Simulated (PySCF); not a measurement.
BBrH4SSi.
Numbering: `[SiH3:1][S:2][BH:3][Br:4]`

Theory: delta-SCF UKS SCAN, pcX-2 on the ionised atom, pcseg-1 elsewhere, spin-free X2C in PySCF 2.14.0. These are vertical core ionisation energies against the vacuum level, from separate self-consistent calculations with and without the core hole.

Some binding energies are withheld.

| atom(s) | bonded to | level | binding energy (eV) |
| --- | --- | --- | --- |
| B3 | Br, S and H | B 1s | ? |
| Si1 | S and 3 H | Si 1s | 1847.34 |
| Si1 | S and 3 H | Si 2p3/2 | 107.53 |
| S2 | B and Si | S 1s | ? |
| S2 | B and Si | S 2p3/2 | 169.32 |

(1) Fill in S 1s for S2.

(2) What is the B 1s binding energy of B3?

(3) Which photon energy gives electrons from S 1s of S2 a kinetic energy of 20 eV, and what is their de Broglie wavelength?

## Answers

(1) 2477.13 eV (sulfur bonded to B and Si).

(2) 197.14 eV (three-coordinate boron).

(3) hν = 2477.13 + 20 = 2497.13 eV, recoil neglected; λ = 12.264 Å/√(E/eV) = 2.74 Å.

Spin contamination (⟨S²⟩ against 0.75 for a pure doublet) is marked for B 1s of B3 (0.88), which makes this value less certain. For 2p shells one spin-free hole was relaxed; a mean-field spin–orbit operator and the ground-state splitting of the three 2p orbitals were then diagonalised within the shell. The shell's mean is (2 × 2p3/2 + 2p1/2)/3, and the degeneracies 2j + 1 give areas of 2:1. 2p1/2 minus 2p3/2 (ligand field included): Si 0.62 eV, S 1.23 eV. No level of bromine is listed. One conformer (not necessarily the lowest) at the PBE0-D3(BJ)/def2-SVP geometry, without solvent, vibrations or thermal averaging.

The values belong to the conformer `[SiH3:1][S:2][BH:3][Br:4]`: Si1–S2–B3–Br4 0°.
